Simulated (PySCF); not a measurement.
From results back to the method.

Species: C3H7BO2.
InChI=1S/C3H7BO2/c1-3-2-5-4-6-3/h3-4H,2H2,1H3/t3-/m1/s1

The closed-shell ground state was solved 7 times with PySCF (density fitting, gas phase), always with PBE0, in these basis sets: 6-311+G(2d,p), 6-31G, 6-31G*, aug-cc-pVDZ, cc-pVDZ, def2-SVP and def2-TZVP. Isolated species at its PBE0-D3(BJ)/def2-SVP geometry, gas phase.

| row | total energy (Eh) | HOMO (eV) | LUMO (eV) | dipole (D) |
| --- | --- | --- | --- | --- |
| P | -293.3636 | -7.99 | 1.07 | 2.51 |
| Q | -293.6913 | -8.05 | 0.72 | 2.35 |
| R | -293.5935 | -7.87 | 1.11 | 2.37 |
| S | -293.4737 | -7.97 | 1.18 | 2.86 |
| T | -293.6132 | -8.04 | -0.12 | 2.36 |
| U | -293.5739 | -7.83 | 1.45 | 2.43 |
| V | -293.6667 | -8.08 | 0.18 | 2.40 |

**Question.** Which basis belongs to which row?

**Answer.** P = def2-SVP, Q = def2-TZVP, R = cc-pVDZ, S = 6-31G, T = aug-cc-pVDZ, U = 6-31G*, V = 6-311+G(2d,p). From the lowest total energy up: def2-TZVP (228 functions) 0 eV; 6-311+G(2d,p) (204 functions) +0.67 eV; aug-cc-pVDZ (201 functions) +2.12 eV; cc-pVDZ (119 functions) +2.66 eV; 6-31G* (98 functions) +3.20 eV; 6-31G (68 functions) +5.92 eV; def2-SVP (119 functions) +8.92 eV.
